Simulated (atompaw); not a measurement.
## Which change was made? (Ce, PAW (atompaw))

```
Element                 : Ce
Generator               : atompaw 4.2.0.5
Type                    : PAW
Functional              : PBE
Relativity              : scalar-relativistic
Frozen core             : [Kr] 4d10
Valence charge          : 12
Reference configuration : 4f1 5s2 5p6 5d1 6s2 6p0
Partial waves           : 5s (bound): rc 1.95 bohr; 6s (bound): rc 3.00 bohr; 5p (bound): rc 2.15 bohr; 6p (bound, empty): rc 3.00 bohr; 5d (bound): rc 3.00 bohr; 5d channel at 1.55 Ry: rc 3.00 bohr; 4f (bound): rc 1.70 bohr; 4f channel at 0.1 Ry: rc 1.70 bohr
Local potential         : troulliermartins scheme with l = 4 at 0 Ry, radius 2.95 bohr
Core correction         : smooth core density matched at 1.60 bohr
Augmentation charge     : sinc compensation charge, radius 2.60 bohr; PAW radius 3.00 bohr; waves and projectors: custom rrkj vanderbiltortho
```

Cutoffs, loose and tight: the cutoffs (Ry, on a coarse ladder) from which the occupation-weighted sum of valence levels, in a spherical-Bessel basis at the reference potential, stays within 10 and 1 mRy of its value at 400 Ry. They see the waves, projectors and local potential, not the compensation charge or the core.

The base gives: outcome: generated; cutoff, loose: 45 Ry; cutoff, tight: 60 Ry; bound ghosts: s.

After one change the result is: outcome: generated; cutoff, loose: 45 Ry; cutoff, tight: 60 Ry; bound ghosts: none. Which change was it?
A. local potential troulliermartins scheme with l = 4 at 0 Ry, radius 2.56 bohr
B. core [Kr] 4d10 4f1, valence charge 11; reference 5s2 5p6 5d1 6s2 6p0; waves now 5s (bound): rc 2.20 bohr; 6s (bound): rc 3.00 bohr; 5p (bound): rc 2.10 bohr; 6p (bound): rc 3.00 bohr; 5d (bound): rc 3.00 bohr; 5d channel at 0.2 Ry: rc 3.00 bohr; local potential troulliermartins scheme with l = 3 at 0 Ry, radius 2.95 bohr; core correction smooth core density matched at 1.90 bohr; augmentation sinc compensation charge, radius 2.45 bohr; PAW radius 3.00 bohr; waves and projectors: custom rrkj vanderbiltortho
C. all radii scaled by about 0.83 (s 1.62, p 1.78, d 2.50, f 1.42 bohr); local potential troulliermartins scheme with l = 4 at 0 Ry, radius 2.46 bohr; augmentation sinc compensation charge, radius 2.16 bohr; PAW radius 2.50 bohr; waves and projectors: custom rrkj vanderbiltortho; core correction smooth core density matched at 1.34 bohr

A. The others give: all radii scaled by about 0.83 (s 1.62, p 1.78, d 2.50, f 1.42 bohr); local potential troulliermartins scheme with l = 4 at 0 Ry, radius 2.46 bohr; augmentation sinc compensation charge, radius 2.16 bohr; PAW radius 2.50 bohr; waves and projectors: custom rrkj vanderbiltortho; core correction smooth core density matched at 1.34 bohr → outcome: generated; cutoff, loose: 60 Ry; cutoff, tight: 100 Ry; bound ghosts: none | core [Kr] 4d10 4f1, valence charge 11; reference 5s2 5p6 5d1 6s2 6p0; waves now 5s (bound): rc 2.20 bohr; 6s (bound): rc 3.00 bohr; 5p (bound): rc 2.10 bohr; 6p (bound): rc 3.00 bohr; 5d (bound): rc 3.00 bohr; 5d channel at 0.2 Ry: rc 3.00 bohr; local potential troulliermartins scheme with l = 3 at 0 Ry, radius 2.95 bohr; core correction smooth core density matched at 1.90 bohr; augmentation sinc compensation charge, radius 2.45 bohr; PAW radius 3.00 bohr; waves and projectors: custom rrkj vanderbiltortho → outcome: failed: atompaw: The overlap operator has at least one negative eigenvalue!.
